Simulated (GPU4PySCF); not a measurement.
Co(CO)3(MeCN)(SiMe3) (C₈H₁₂CoNO₃Si), SMILES CC#[N]->[Co](<-[C-]#[O+])(<-[C-]#[O+])(<-[C-]#[O+])[Si](C)(C)C, multiplicity 1.

Geometry optimised at ωB97X-D3(BJ)/def2-TZVP. The spin state was assumed, not searched. The isomer is the one that the SMILES or the coordinates give; other isomers of the formula were not compared. Other conformers were not sampled.

Vertical ionisation energy (IE) and electron affinity (EA) in eV. Rows of orbital energies are one-electron estimates. Where ΔSCF, EOM or ADC give a negative EA the extra electron is unbound and the value depends on the basis.

| level | IE | EA |
|---|---|---|
| −ε(HOMO), −ε(LUMO), r2SCAN/def2-TZVPD (GPU4PySCF) | … | … |
| −ε(HOMO), −ε(LUMO), PBE/def2-TZVPD (GPU4PySCF) | 5.13 | 1.74 |

**Question.** Some entries are withheld; supply them. (Estimate from the structure and the level; the computed values follow.)

**Answer.** 
- −ε(HOMO), −ε(LUMO), r2SCAN/def2-TZVPD (GPU4PySCF), IE: 5.23
- −ε(HOMO), −ε(LUMO), r2SCAN/def2-TZVPD (GPU4PySCF), EA: 1.57
